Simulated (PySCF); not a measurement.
# Bonding in `CSc1c[n-]nn1`

Compound: C₃H₄N₃S (charge -1).
Atom-mapped SMILES: `[CH3:1][S:2][c:3]1[cH:4][n-:5][n:6][n:7]1` (hydrogens: H8, H9, H10 on C1; H11 on C4)

Cartesian coordinates in Å at the GFN2-xTB level; atoms count from 1:
```xyz
11
C3H4N3S angstrom
C      2.106   -0.073   -0.101
S      0.873    1.257   -0.278
C     -0.598    0.282   -0.123
C     -1.921    0.695   -0.182
N     -2.668   -0.402   -0.004
N     -1.843   -1.418    0.152
N     -0.583   -1.042    0.087
H      1.529   -0.978    0.082
H      2.684   -0.152   -1.019
H      2.760    0.157    0.737
H     -2.333    1.677   -0.337
```

Bond orders from the PBE0/pcSseg-1 density (PySCF). Geometry: GFN2-xTB, one conformer, isolated ion. The pcSseg-1 basis has no diffuse functions, a weakness for an anion.

(1) How far do the computed orders between heavy atoms stray from the drawn ones?

(2) Give the Mayer order of every bond, beside its length.

## Answers

(1) The largest departure is 0.168, at N6–N7 (drawn aromatic, 1.332), counting aromatic bonds as 1.5. The bonds drawn aromatic range from 1.33 to 1.43.

(2) 
```tsv
bond	drawn as	length (Å)	Mayer order
C1–S2	single	1.822	0.982
S2–C3	single	1.771	0.944
C3–C4	aromatic	1.388	1.369
C4–N5	aromatic	1.339	1.425
N5–N6	aromatic	1.318	1.390
N6–N7	aromatic	1.317	1.332
N7–C3	aromatic	1.341	1.364
C1–H8	single	1.088	0.919
C1–H9	single	1.088	0.963
C1–H10	single	1.087	0.963
C4–H11	single	1.076	0.995
```

Bonds between the same two heavy elements. C–S: lowest S2–C3 (0.944, 1.771 Å), highest C1–S2 (0.982, 1.822 Å); in 1 of the 1 pairs the longer bond (by over 0.003 Å) has the higher order (by 0.02 or more). C–N: lowest N7–C3 (1.364, 1.341 Å), highest C4–N5 (1.425, 1.339 Å). N–N: lowest N6–N7 (1.332, 1.317 Å), highest N5–N6 (1.390, 1.318 Å).

Q: Sum the orders of all bonds at each heavy atom with more than one neighbour and set the sums beside the valence in the SMILES.

A: C1 3.827 (drawn 4), S2 1.926 (drawn 2), C3 3.677 (drawn 4), C4 3.789 (drawn 4), N5 2.815 (drawn 2), N6 2.722 (drawn 3), N7 2.696 (drawn 3). Orders between atoms that aren't bonded are not in these sums.

Mayer orders depend on the basis set.

These values come from a run that also computed NMR shieldings. Rough CPU time on one thread of a shared machine: about 40 s.
